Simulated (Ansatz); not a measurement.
The same path of AlCl$_{3}$FH$_{5}$NOTa (13 atoms, charge 0, multiplicity 1) was run twice with different band settings.

All numbers below come from RKS PBE/def2-SVP in Ansatz.

Relaxed end points:

```xyz
13
Properties=species:S:1:pos:R:3
Ta 0.171 0.033 0.300
F 1.923 0.687 0.565
Cl -0.449 0.430 2.535
Cl 0.495 -0.270 -2.011
N -0.941 1.600 -0.174
H -1.471 2.169 0.496
H -1.127 1.916 -1.133
Cl -1.734 -1.709 0.173
O 1.030 -1.890 0.774
Al -0.156 -3.341 0.730
H 0.107 -4.266 -0.541
H -0.460 -3.886 2.198
H 1.982 -1.950 0.983
```

```xyz
13
Properties=species:S:1:pos:R:3
Ta 0.170 0.030 0.292
F 1.920 0.685 0.563
Cl -0.459 0.413 2.526
Cl 0.497 -0.260 -2.020
N -0.940 1.602 -0.174
H -1.468 2.168 0.501
H -1.123 1.929 -1.130
Cl -1.730 -1.715 0.151
O 1.033 -1.891 0.761
Al -0.156 -3.339 0.742
H -0.466 -3.853 2.219
H 0.108 -4.291 -0.509
H 1.984 -1.954 0.973
```

Common settings: movable images 7; climbing image yes; spring 5.0 eV/Å²; optimiser quadratic models (default); start path through a guess of the saddle point; iteration limit 60; end points relaxed.

| run | force threshold |
| --- | --- |
| 1 | 0.05 eV/Å |
| 2 | 0.5 eV/Å |

(1) What does each run give, and how far can it be trusted?

Answers

(1) Run 1: converged after 17 iterations, highest image 0.745 eV above the first end. A vibrational analysis at the climbing image gives one clearly imaginary mode, 72i cm⁻¹: a first-order saddle point.
Run 2: converged after 11 iterations, highest image 0.794 eV above the first end. The threshold of 0.5 eV/Å is loose, so the images may lie well off the minimum-energy path. The order of the point at the top wasn't checked.
